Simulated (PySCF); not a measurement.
**Exercise with solution: refractive index and permittivity of the vapour**

Be(F)(SMe) (CH3BeFS), SMILES C[S][Be][F].

Geometry optimised at B3LYP-D3(BJ)/def2-SVP. The values are those of a single conformer.

CAM-B3LYP/def2-TZVPD in PySCF gives a mean static polarisability of 48.6 bohr³ and a dipole moment of 1.83 D. Take an ideal gas at 298.15 K and 1 bar, whether or not the substance is that volatile.

### Question
Work out n − 1 in the optical limit and the static ε − 1.

### Answer

Polarisability volume α' = 48.6 × 0.148185 = 7.20 Å³. Number density N = p/kT = 2.43e-5 Å⁻³.
Dilute limit of Lorentz–Lorenz: n − 1 = 2π N α' = 0.0011.
Orientation term of Debye: μ²/(3kT) = 8.098 Å³ × μ²(D²) = 27.12 Å³.
ε − 1 = 4π N (α' + μ²/3kT) = 0.010. Orientation of the dipole supplies 79 % of the static response; it can't follow optical fields. Vibrational polarisation and dispersion are left out.
